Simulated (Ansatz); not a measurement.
`C[SiH](F)Br`, relaxed with RKS PBE-D4/def2-SVP in Ansatz from a rough embedded geometry. The force threshold is 0.03 eV/Å; the program also tests the step.

Total charge 0; spin multiplicity 1.

Start:

```xyz
8

C     0.544   -0.765    0.163
Si   -0.591    0.582   -0.150
F    -1.582    0.665    1.076
Br    0.436    2.460   -0.318
H     0.093   -1.739    0.229
H     1.339   -0.885   -0.662
H     1.145   -0.636    1.081
H    -1.383    0.318   -1.418
```

(1) How much energy does the relaxation release, and in how many steps? (An estimate is asked.)

(2) Which bonds change most? (An estimate is asked.)

(3) Give the relaxed structure. (An estimate is asked.)

## Answers

(1) Ansatz gave: 0.27 eV, in 4 steps, 1 of them rejected.

(2) Computed: Si2–Br4 from 2.147 to 2.235 Å; C1–Si2 from 1.789 to 1.864 Å; Si2–F3 from 1.579 to 1.637 Å; C1–H6 from 1.152 to 1.108 Å.

(3) Computed: 
```xyz
8

C     0.612   -0.813    0.159
Si   -0.609    0.556   -0.171
F    -1.660    0.662    1.079
Br    0.471    2.506   -0.329
H     0.089   -1.785    0.263
H     1.338   -0.889   -0.676
H     1.175   -0.612    1.093
H    -1.417    0.374   -1.418
```
